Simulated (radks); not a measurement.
Results of a calculation; reference values are marked as such.
Question: Species: As13+. Configuration: [Ar] 3d2. Level of theory: scalar-relativistic Kohn-Sham, PBEsol, spin-polarised, spherical densities, finite nucleus; open shells are filled with parallel spins first; Fermi nuclear charge, rms radius 4.0968 fm (a radial shooting solver on a logarithmic mesh with Libxc functionals). Some entries of the table are withheld. Estimate them.

| orbital | occ. | eigenvalue (hartree) | <r> (bohr) | <r^2> (bohr^2) |
|---|---|---|---|---|
| 1s up | 1 | -445.2330 | 0.04553 | 0.002791 |
| 1s down | 1 | -445.2321 | 0.04553 | 0.002791 |
| 2s up | 1 | -69.72565 | 0.2023 | 0.04820 |
| 2s down | 1 | -69.60817 | 0.2021 | 0.04809 |
| 2p up | 3 | -63.02640 | 0.1768 | (1) |
| 2p down | 3 | -62.93830 | 0.1765 | (2) |
| 3s up | 1 | (3) | 0.5446 | 0.3380 |
| 3s down | 1 | (4) | 0.5460 | 0.3398 |
| 3p up | 3 | -17.87746 | (5) | 0.3395 |
| 3p down | 3 | -17.70969 | (6) | 0.3418 |
| 3d up | 2 | -14.57266 | 0.5089 | 0.3045 |
| 3d down | 0 | -14.38186 | 0.5117 | 0.3081 |

Answer: 
(1) 2p up <r^2> (bohr^2): 0.03822
(2) 2p down <r^2> (bohr^2): 0.03810
(3) 3s up eigenvalue (hartree): -20.00158
(4) 3s down eigenvalue (hartree): -19.83623
(5) 3p up <r> (bohr): 0.5421
(6) 3p down <r> (bohr): 0.5439
